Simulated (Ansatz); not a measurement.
Energy needed to pull apart BH2TeCl (SMILES ClB[TeH]), closed shell, into free ground-state atoms, from the structure below (displaced at random from a GFN2-xTB minimum); no zero-point or spin–orbit terms; open-shell atoms are treated unrestricted, in their ground-state multiplicity.

| atom | x (Å) | y (Å) | z (Å) |
| --- | --- | --- | --- |
| Cl1 | -1.1447 | 0.6218 | 1.3102 |
| B2 | -0.5482 | -0.4649 | 0.0811 |
| Te3 | 1.3210 | -0.1155 | -0.9424 |
| H4 | -1.1971 | -1.4261 | -0.2095 |
| H5 | 1.6109 | 1.3754 | -0.2527 |

Ansatz 0.2.0; basis: def2-TZVPP; cores frozen in the correlated methods. Filled d shells of the heavier atoms are correlated. Core potentials replace the inner electrons of the atoms past krypton. The def2 sets are not built for correlating such inner shells, so the correlated values are less sure here.

```tsv
method	atomization energy (eV)
PBE-D4	?
revPBE-D4	14.93
BLYP-D4	14.89
r2SCAN-D4	15.11
PBE0-D4	15.04
wB97M-V	?
HF	10.84
MP2	14.81
CCSD	14.16
CCSD(T)	14.49
```

**Question.** What does wB97M-V give? (An estimate is asked for; the value comes from the calculation.)

**Answer.** The calculation gives: 14.88 eV, which is about 0.39 eV more than CCSD(T)/def2-TZVPP.

**Question.** What does PBE-D4 give? (To be estimated.)

**Answer.** The calculation gives: 15.34 eV, which is about 0.84 eV more than CCSD(T)/def2-TZVPP.

In triple zeta the MP2 and coupled-cluster atomization energies are still short of their basis limit by a few kcal/mol a bond, whereas those of the functionals are nearly converged, so these differences are not deviations from converged CCSD(T).

No T1 diagnostic of these runs exceeds 0.014.

For scale, one of the runs: CCSD(T)/def2-TZVPP forces, 151 basis functions (an equivalent command: `ansatz run in.yaml --threads 4`). Time: 91 s of wall clock on 4 CPU threads; the host was shared. Peak host memory: 2 GiB.
